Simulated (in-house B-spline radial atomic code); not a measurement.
Whole-atom quantities along the 4-electron series, configuration [He] 2s2. Computed with an all-electron radial atomic-structure program (B-spline basis): non-relativistic Hartree-Fock, average of the configuration, point nuclei.

This level leaves out relativity, spin-orbit splitting included, which matters for heavy ions.

```json
{"ion": "Sb47+", "Z": "51", "E/Z² (Eh)": "-1.2195", "Σ<r²> (bohr²)": "0.036663", "n(0)/Z³ (bohr⁻³)": "0.70137", "Lamb diamagnetic shielding (ppm)": "2235.3", "repulsion over attraction": "0.012223"}
{"ion": "Te48+", "Z": "52", "E/Z² (Eh)": "-1.2201", "Σ<r²> (bohr²)": "0.035226", "n(0)/Z³ (bohr⁻³)": "0.70165", "Lamb diamagnetic shielding (ppm)": "2279.67", "repulsion over attraction": "0.01199"}
{"ion": "I49+", "Z": "53", "E/Z² (Eh)": "-1.2206", "Σ<r²> (bohr²)": "0.033872", "n(0)/Z³ (bohr⁻³)": "0.70192", "Lamb diamagnetic shielding (ppm)": "2324.05", "repulsion over attraction": "0.011766"}
{"ion": "Xe50+", "Z": "54", "E/Z² (Eh)": "-1.2212", "Σ<r²> (bohr²)": "0.032595", "n(0)/Z³ (bohr⁻³)": "0.70218", "Lamb diamagnetic shielding (ppm)": "2368.42", "repulsion over attraction": "0.011549"}
{"ion": "Cs51+", "Z": "55", "E/Z² (Eh)": "-1.2217", "Σ<r²> (bohr²)": "0.031389", "n(0)/Z³ (bohr⁻³)": "0.70243", "Lamb diamagnetic shielding (ppm)": "2412.8", "repulsion over attraction": "0.011341"}
{"ion": "Ba52+", "Z": "56", "E/Z² (Eh)": "-1.2222", "Σ<r²> (bohr²)": "0.030248", "n(0)/Z³ (bohr⁻³)": "0.70268", "Lamb diamagnetic shielding (ppm)": "2457.18", "repulsion over attraction": "0.01114"}
{"ion": "La53+", "Z": "57", "E/Z² (Eh)": "?", "Σ<r²> (bohr²)": "?", "n(0)/Z³ (bohr⁻³)": "?", "Lamb diamagnetic shielding (ppm)": "?", "repulsion over attraction": "?"}
{"ion": "Ce54+", "Z": "58", "E/Z² (Eh)": "-1.2232", "Σ<r²> (bohr²)": "0.028146", "n(0)/Z³ (bohr⁻³)": "0.70314", "Lamb diamagnetic shielding (ppm)": "2545.93", "repulsion over attraction": "0.010759"}
{"ion": "Pr55+", "Z": "59", "E/Z² (Eh)": "-1.2236", "Σ<r²> (bohr²)": "0.027176", "n(0)/Z³ (bohr⁻³)": "0.70336", "Lamb diamagnetic shielding (ppm)": "2590.3", "repulsion over attraction": "0.010578"}
{"ion": "Nd56+", "Z": "60", "E/Z² (Eh)": "-1.224", "Σ<r²> (bohr²)": "0.026255", "n(0)/Z³ (bohr⁻³)": "0.70357", "Lamb diamagnetic shielding (ppm)": "2634.68", "repulsion over attraction": "0.010403"}
{"ion": "Pm57+", "Z": "61", "E/Z² (Eh)": "-1.2245", "Σ<r²> (bohr²)": "0.025381", "n(0)/Z³ (bohr⁻³)": "0.70377", "Lamb diamagnetic shielding (ppm)": "2679.06", "repulsion over attraction": "0.010233"}
{"ion": "Sm58+", "Z": "62", "E/Z² (Eh)": "?", "Σ<r²> (bohr²)": "?", "n(0)/Z³ (bohr⁻³)": "?", "Lamb diamagnetic shielding (ppm)": "?", "repulsion over attraction": "?"}
{"ion": "Eu59+", "Z": "63", "E/Z² (Eh)": "?", "Σ<r²> (bohr²)": "?", "n(0)/Z³ (bohr⁻³)": "?", "Lamb diamagnetic shielding (ppm)": "?", "repulsion over attraction": "?"}
{"ion": "Gd60+", "Z": "64", "E/Z² (Eh)": "-1.2257", "Σ<r²> (bohr²)": "0.023004", "n(0)/Z³ (bohr⁻³)": "0.70435", "Lamb diamagnetic shielding (ppm)": "2812.19", "repulsion over attraction": "0.0097566"}
{"ion": "Tb61+", "Z": "65", "E/Z² (Eh)": "-1.226", "Σ<r²> (bohr²)": "0.022286", "n(0)/Z³ (bohr⁻³)": "0.70453", "Lamb diamagnetic shielding (ppm)": "2856.56", "repulsion over attraction": "0.0096075"}
{"ion": "Dy62+", "Z": "66", "E/Z² (Eh)": "-1.2264", "Σ<r²> (bohr²)": "0.021601", "n(0)/Z³ (bohr⁻³)": "0.70471", "Lamb diamagnetic shielding (ppm)": "2900.94", "repulsion over attraction": "0.0094628"}
{"ion": "Ho63+", "Z": "67", "E/Z² (Eh)": "-1.2267", "Σ<r²> (bohr²)": "0.020946", "n(0)/Z³ (bohr⁻³)": "0.70488", "Lamb diamagnetic shielding (ppm)": "2945.31", "repulsion over attraction": "0.0093225"}
```

(1) Fill in the row of La53+.

(2) Fill in the row of Sm58+.

(3) Fill in the row of Eu59+.

(4) With what power of Z does the column «Σ<r²> (bohr²)» change over this range?

Answers

(1) E/Z² (Eh): -1.2227; Σ<r²> (bohr²): 0.029169; n(0)/Z³ (bohr⁻³): 0.70291; Lamb diamagnetic shielding (ppm): 2501.55; repulsion over attraction: 0.010946.

(2) E/Z² (Eh): -1.2249; Σ<r²> (bohr²): 0.024549; n(0)/Z³ (bohr⁻³): 0.70397; Lamb diamagnetic shielding (ppm): 2723.43; repulsion over attraction: 0.010069.

(3) E/Z² (Eh): -1.2253; Σ<r²> (bohr²): 0.023758; n(0)/Z³ (bohr⁻³): 0.70417; Lamb diamagnetic shielding (ppm): 2767.81; repulsion over attraction: 0.0099104.

(4) A fit of the logarithm of its size against log Z from Z = 51 to 67 has slope -2.05. Unscreened non-relativistic hydrogenic orbitals would give -2.
